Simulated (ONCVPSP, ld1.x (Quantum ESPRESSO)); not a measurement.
**Potentials for Zn (Z = 30) compared**

Generated with ld1.x 7.5 (TM, RRKJ, ultrasoft, PAW), atompaw 4.2 or ONCVPSP 4.0.1. The cutoff is in Ry: for ld1.x and atompaw files where the sum of valence levels is converged to 10 mRy in a Bessel basis, for ONCV files where the hardest occupied wave has 1 mHa per electron of residual kinetic energy. The error is the largest all-electron minus pseudo excitation energy over each file’s own four to seven test configurations (ionisations up to +4, promotions, holes and added fractions of an electron), all of which were solved. The labels leave out finer settings (local radius, basis sizes, second energies), which also bear on the numbers. Spin-polarised tests are not counted. The rows are a selection from randomly drawn settings: files with unsolved tests, undetermined cutoffs or missed reference levels are left out.

A true bound ghost makes a file unfit for plane-wave use even where its test errors are small: the radial tests pick states by their node count and pass the ghost by.

| potential | cutoff (Ry) | largest error (meV) | bound ghosts |
| --- | --- | --- | --- |
| ONCV, PBEsol, scalar-relativistic, rc 1.00/0.75/1.50 (spd), local smoothed, core correction no, reference 3s2 3p6 3d10 4s2, qcut 12.8/11.4/11.9, projectors 2/2/3 | 197 | -299 | none |
| ONCV, LDA (Perdew-Zunger), scalar-relativistic, rc 0.90/0.85/1.15/1.15 (spdf), local smoothed, core correction yes, reference 3s2 3p6 3d10 4s2, qcut 13.9/17/10.9/9.6, projectors 2/3/2/2 | 315 | -128 | none |
| ONCV, PBEsol, non-relativistic, rc 1.30/1.05/1.10/1.30 (spdf), local smoothed, core correction no, reference 3s2 3p6 3d10 4s2, qcut 11.9/16.4/12.6/8.7, projectors 2/2/1/2 | 142 | -57 | none |
| ONCV, PBE, scalar-relativistic, rc 1.00/1.00/0.95 (spd), local smoothed, core correction yes, reference 3s2 3p6 3d10 4s1, qcut 10.8/11/19.2, projectors 3/2/2 | 250 | -5.0 | none |
| TM semilocal, PBE, scalar-relativistic, rc 1.95/2.70/1.45 (spd), local s, core correction no, reference 3d10 4s1.75 4p0.25 | 140 | +42 | none |
| ONCV, LDA (Perdew-Zunger), scalar-relativistic, rc 1.25/0.95/0.85 (spd), local d, core correction yes, reference 3s2 3p6 3d10 4s2, qcut 8.1/17.2/14.5, projectors 2/2/0 | 206 | -25 | none |
| ONCV, PBE, scalar-relativistic, rc 1.35/0.95/0.90 (spd), local smoothed, core correction yes, reference 3s2 3p6 3d10 4s2, qcut 9.6/16.8/17.3, projectors 2/2/2 | 228 | -194 | none |

Q: Fill in the row for Zn: ONCV, Wu-Cohen, non-relativistic, rc 1.00/1.35/0.80 (spd), local d, core correction yes, reference 3s2 3p6 3d10 4s1 4p1, qcut 12.9/11.8/19.6, projectors 2/3/0.

A: cutoff 294 Ry, largest error +1.0 meV, bound ghosts: p.

Q: Fill in the row for Zn: ONCV, LDA (Perdew-Wang 92), scalar-relativistic, rc 1.05/0.95/0.80/1.05 (spdf), local smoothed, core correction yes, reference 3s2 3p6 3d9, qcut 13.8/16.4/20.1/9.1, projectors 2/2/1/2.

A: cutoff 304 Ry, largest error +1.6 meV, bound ghosts: none.
